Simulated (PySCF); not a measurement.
BrHSeTe, SMILES [SeH][Te]Br.

The structure is a stationary point at PBE0-D3(BJ)/def2-SVP. The structure was generated by enumeration, and PubChem lists no compound with its InChIKey, so it may never have been made. The def2 effective core potentials stand for the cores of Te; spin–orbit coupling is left out. One conformer was computed; it need not be the lowest.

All values below come from B3LYP/def2-TZVPD (PySCF).

The molecule is in vacuum.

```
Property                                                                                                         Value
---------------------------------------------------------------------------------------------  -----------------------
total energy                                                                                       -5244.53911 hartree
highest occupied level                                                                                        -6.44 eV
lowest empty level                                                                                            -2.99 eV
orbital gap                                                                                                    3.45 eV
dipole moment                                                                                                   1.85 D
quadrupole, principal values (traceless, Buckingham form, about the centre of nuclear charge)   -3.44, -1.01, 4.44 D·Å
mean static polarisability                                                                       98.0 bohr³ (14.53 Å³)
polarisability, principal values                                                               72.9, 89.9, 131.3 bohr³
```
